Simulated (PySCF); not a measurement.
# From computed data to an observable: entropy of an ideal gas

SiBr2, SMILES [Si](Br)Br (connectivity only; charge and spin as stated), neutral, multiplicity 1.

Geometry optimised at PBE0-D3(BJ)/def2-TZVP. The isomer is the one that the SMILES or the coordinates give; other isomers of the formula were not compared.

PBE0-D3(BJ)/def2-TZVP (PySCF) gives the harmonic wavenumbers 124, 407, 407 cm⁻¹ and the rotational temperatures 0.5062, 0.0497, 0.0453 K. The molar mass is 187.89 g/mol, the symmetry number 2, the spin multiplicity 1.

Problem. Work out the entropy at 298.15 K and 1 atm in the rigid-rotor, harmonic-oscillator model.

Solution. 
Translation (Sackur–Tetrode at 1 atm): S = R[1.5 ln M + 2.5 ln T − 1.16487] = 174.0 J/(mol K).
Rotation: q = (√π/σ) T^1.5/√(θA θB θC) = 135000, S = R[ln q + 3/2] = 110.7 J/(mol K).
Vibration: with u = 1.4388 ν/T, each mode gives R[u/(e^u − 1) − ln(1 − e^−u)]:
| ν (cm⁻¹) | modes | u | S (J/(mol K)) |
|---|---|---|---|
| 124 | 1 | 0.60 | 12.71 |
| 407 | 2 | 1.96 | 7.84 |
These are all the modes. Sum 20.6 J/(mol K).
Spin: R ln 1 = 0.0 J/(mol K).
Total 305.3 J/(mol K); the program's own thermochemistry gives 305.3. Translation makes up 57 % and vibration 7 %. Anharmonicity, hindered rotation and orbital degeneracy are left out.
